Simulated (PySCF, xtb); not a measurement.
Cl2HSi, SMILES Cl[SiH]Cl (connectivity only; charge and spin as stated), charge +1, multiplicity 1.

xtb with GFN2-xTB at its own geometry gives an orbital gap of 4.45 eV.

Geometry: PBE0-D3(BJ)/def2-TZVP. The multiplicity is an assumed one; other spin states were not compared. The isomer is the one that the SMILES or the coordinates give; other isomers of the formula were not compared.

Problem. What does PBE0/def2-TZVPD (PySCF) give? (Estimate from the structure and the level; the computed values follow.)

Solution. gap 7.07 eV (levels -15.96 and -8.89 eV).
